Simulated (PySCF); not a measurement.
C5H5Cl, SMILES C/C(C#C)=C\Cl.

Coordinates come from a PBE-D3(BJ)/def2-SVP optimisation. The structure was generated by enumeration; whether it is a known compound was not checked.

Calculation: SMD-M06-2X/def2-SVP (PySCF).

Solvation free energies are E(SMD) − E(gas) at the gas-phase geometry, for 1 M in both phases. In vacuum the dipole moment is 0.99 D.

| solvent | ΔG(solv) (kcal/mol) | its non-electrostatic (CDS) part | dipole (D) |
|---|---|---|---|
| water | 0.2 | 4.9 | 1.27 |
| diethylether | ___ | ___ | ___ |
| n-hexane | -3.5 | -1.8 | 1.10 |

Problem. Some entries are withheld; supply them. (Estimate from the structure and the level; the computed values follow.)

Solution. 
- diethylether, ΔG(solv) (kcal/mol): -4.1
- diethylether, its non-electrostatic (CDS) part: -1.0
- diethylether, dipole (D): 1.18
